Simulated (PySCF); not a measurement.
## From a computed spectrum to the compound

A species of 3 atoms with charge -1 has these harmonic modes (PBE0, small Gaussian bases with core potentials, PySCF 2.14.0):

```csv
cm⁻¹,km/mol,symmetry
78,22.4,a'
323,49.9,a'
436,86.0,a'
```

Which species is it, and in which structure?

[EuSF]− (singlet in the valence; each metal's 4f electrons, 7 of them, lie in its core potential, out of spins and levels):
```xyz
3

Eu   -0.1877    0.0000   -0.2493
S     2.1925    0.0000    0.7970
F    -2.1790    0.0000    0.6656
```
Ideal gas at 298.15 K and 1 bar: S = 327.4 J/(mol K), Cp = 54.1 J/(mol K), H − H(0 K) = 13.7 kJ/mol (rigid rotor, harmonic modes, spin degeneracy alone, that of the 4f electrons in the core included). An lcecp potential fixes the number of 4f electrons, so in runs with it no electron can move into or out of that shell.
 This is one of several that fit.
